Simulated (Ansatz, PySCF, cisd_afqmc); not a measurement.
System: GeH₄, charge 0, singlet. GeH4 (germane, SMILES [GeH4]).
B3LYP-D3(BJ)/def2-TZVP minimum from Ansatz (a first-principles code):
```xyz
5

Ge     0.0000     0.0000     0.0000
H     -0.6208    -0.8994    -1.0791
H      0.5682    -0.8726     1.1290
H     -1.0772     0.9355     0.5687
H      1.1298     0.8365    -0.6186
```
Charge 0, spin multiplicity 1.

Atomisation energy term by term, kcal/mol (programs: Ansatz, cisd_afqmc). Open shells are spin-unrestricted; no spin-orbit coupling. Cores are frozen in correlated methods (noble-gas shells, and filled d and f shells in the p block). No relativity. The Monte Carlo rows (phaseless AFQMC, CISD trial, step 0.005/hartree) carry one-sigma bars that omit the constraint's bias. Outlying blocks are dropped, and bars are widened where a walk drifts. Over all cases where full CI ran beside it in this data, AFQMC minus full CI had a median of +0.1 mEh and passed +0.4 mEh in a tenth of the cases. CBS(X,Y): correlation extrapolated as X^-3, Hartree-Fock from the larger set (Q,5: extrapolated as (X+1)exp(-9√X)). A bracket is a step between two methods taken in the basis named. Where a partner has so few electrons that a lower coupled-cluster level is exact, that level stands in.

| term | basis | kcal/mol |
|---|---|---|
| Hartree-Fock | CBS(cc-pVQZ,cc-pV5Z) | 225.19 |
| CCSD correlation | CBS(cc-pVQZ,cc-pV5Z) | 68.59 |
| (T) | CBS(cc-pVQZ,cc-pV5Z) | 1.28 |
| CCSDT(Q) - CCSD(T) | cc-pVQZ | 0.15 |
| CCSDTQ - CCSDT(Q) | cc-pVDZ | 0.00 |
| minus zero-point energy | harmonic, PySCF's Hessian at B3LYP-D3(BJ)/def2-TZVP | -18.48 |
| sum: D0 |  | 276.7 |

The step beyond CCSD(T) by other levels: CCSDTQ in cc-pVDZ 0.21; AFQMC/CISD in cc-pVDZ 0.31 ± 0.06; CCSDT(Q) in cc-pVDZ 0.21; CCSDT(Q) in cc-pVTZ 0.13 kcal/mol.
